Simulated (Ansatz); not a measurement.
Input file for Ansatz (a quantum-chemistry and plane-wave program): U-CCSD(T)/cc-pVDZ on GeH4 (SMILES [GeH4]), a point of a bond scan (R = 1.229 Å). The run froze 14 orbitals, filled d shells among them.

Ansatz 0.2 input:
```yaml
crystal:
  periodic: [false, false, false]
  atoms:
    - {symbol: Ge, position_ang: [-0.00000000, 0.00000000, 0.00000000]}
    - {symbol: H, position_ang: [-0.49272610, -0.70569286, -0.87683879]}
    - {symbol: H, position_ang: [0.57332193, -0.89073123, 1.11206704]}
    - {symbol: H, position_ang: [-1.08236259, 0.91830644, 0.58651322]}
    - {symbol: H, position_ang: [1.12494829, 0.85454086, -0.60253176]}
basis:
  gaussian:
    orbitals: cc-pVDZ
correlation: {method: ccsd_t, electrons: outside_noble_gas}
scf: {omitted_lower_state_checks: [cluster_reference]}
magnetization: {spin_polarized: true, initial_magnetization: 0}
```

It printed:

```
WARN ansatz: RAYON_NUM_THREADS=2 ignored (pool sized by the plan → 2); use --threads N
Functional definition: HF
these checks for a lower state are left out or cut short: cluster_reference
integrals: 0.02 GiB planned
497 factors; integrals over basis functions are off by at most 9.3e-4 eV
mean field: 0.11 GiB planned
mean field evaluation 1: about -56533.7128 eV, gradient 6.6e0 eV
mean field evaluation 2: about -56533.7156 eV, gradient 6.6e0 eV
mean field evaluation 4: about -56534.1910 eV, gradient 2.9e-1 eV
mean field evaluation 8: about -56534.1924 eV, gradient 1.7e-6 eV
mean field -56534.19236803 eV, -2077.5932492732 hartree, gradient 1.8e-6 eV, S^2 0.000000; 0 other end points of the search recorded, 0 dependent functions left out
14 core orbitals not correlated
reference -56534.19236803 eV, -2077.5932492732 hartree; 4, 4 occupied and 29, 29 virtual orbitals, 497 factors
second order -3.05932787 eV of doubles, -0.00000000 eV of singles
coupled cluster: 0.09 GiB planned
cycle   1  -3.65154297 eV  change   -5.9e-1 eV  update   5.2e-2
cycle   2  -3.85381484 eV  change   -2.0e-1 eV  update   1.7e-2
cycle   3  -3.85833910 eV  change   -4.5e-3 eV  update   3.7e-3
cycle   4  -3.85777642 eV  change    5.6e-4 eV  update   9.5e-4
cycle   5  -3.85741334 eV  change    3.6e-4 eV  update   2.7e-4
cycle   6  -3.85735241 eV  change    6.1e-5 eV  update   4.6e-5
cycle   7  -3.85737225 eV  change   -2.0e-5 eV  update   8.4e-6
cycle   8  -3.85737110 eV  change    1.1e-6 eV  update   2.1e-6
perturbative correction -0.06071156 eV, -0.0022311085 hartree
Total energy: -56538.11045068 eV, -2077.7372361549 hartree
Checks for a lower state left out: cluster_reference
```

Self-consistency was reached.

Cost: about 1.4 core-seconds (a rough figure).
